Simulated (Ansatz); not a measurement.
Problem. Name a neutral molecule of Al, C, N and H with LUMO energy (B3LYP/def2-TZVPP) between -2.25 and -1.95 eV and HOMO energy (PBE0/def2-TZVPP) between -6.35 and -6.05 eV (Ansatz, PBE0-D4/def2-TZVP geometry).

Solution. `[CH]1=N[CH2][AlH]1` (-2.02 eV, -6.22 eV); `N=[C]1[CH2][AlH]1` (-2.08 eV, -6.12 eV). Other molecules can fit too; these were computed, each in one conformer that needn't be the lowest.

B3LYP here is the variant with VWN-RPA as its local correlation; programs differ in this.
